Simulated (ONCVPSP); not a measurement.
Cutoff test, chromium (Cr), ONCV

| Quantity | Value |
| --- | --- |
| Element | chromium (Cr) |
| Generator | ONCVPSP 4.0.1 |
| Type | optimised norm-conserving Vanderbilt (ONCV) |
| Functional | BLYP |
| Relativity | scalar-relativistic |
| Frozen core | [Ar] |
| Valence charge | 6 |
| Reference configuration | 3d5 4s0.5 (charge +0.5) |
| Partial waves | 4s: rc 2.65 bohr, ncon 4, nbas 7, qcut 1.8 1/bohr, 2 projectors, debl 1.6 Ha; p scattering state at 0.13 Ha: rc 2.20 bohr, ncon 4, nbas 7, qcut 3.8 1/bohr, 2 projectors, debl 0.4 Ha; 3d: rc 1.35 bohr, ncon 3, nbas 6, qcut 8.6 1/bohr, 2 projectors, debl 1.7 Ha |
| Local potential | polynomial inside 1.10 bohr (lpopt 5, dvloc0 6 Ha) |
| Core correction | Teter function, fcfact 2, rcfact 1.2 |

Problem. For each optimised wave give the share of its norm inside rc, the residual kinetic energy above qcut (Ha) and the cutoffs (Ha) for errors of 10, 1, 0.1 and 0.01 mHa per electron.

Solution.

```json
{"wave": "4s", "norm inside rc": "0.356", "residual KE": "1.1e-02", "10 mHa": "1.6", "1 mHa": "11.0", "0.1 mHa": "16.1", "0.01 mHa": "19.6"}
{"wave": "s projector 2", "norm inside rc": "0.148", "residual KE": "1.4e-01", "10 mHa": "5.0", "1 mHa": "14.7", "0.1 mHa": "19.2", "0.01 mHa": "21.9"}
{"wave": "p projector 1", "norm inside rc": "0.070", "residual KE": "4.1e-04", "10 mHa": "0.8", "1 mHa": "2.8", "0.1 mHa": "24.6", "0.01 mHa": "31.1"}
{"wave": "p projector 2", "norm inside rc": "0.159", "residual KE": "1.8e-03", "10 mHa": "3.3", "1 mHa": "10.3", "0.1 mHa": "38.8", "0.01 mHa": "46.2"}
{"wave": "3d", "norm inside rc": "0.564", "residual KE": "6.5e-04", "10 mHa": "29.7", "1 mHa": "35.8", "0.1 mHa": "78.3", "0.01 mHa": "not reached"}
{"wave": "d projector 2", "norm inside rc": "0.074", "residual KE": "9.4e-04", "10 mHa": "29.7", "1 mHa": "37.0", "0.1 mHa": "64.0", "0.01 mHa": "96.6"}
```

The occupied waves need 36 Ha and 78 Ha for 1 and 0.1 mHa. Note: ghosts flagged at negative energy: p at -37.6 eV; GHOST(+) flagged for s at 34.4 eV. A true bound ghost makes a file unfit for plane-wave use. Its largest configuration-test error is -313 meV.
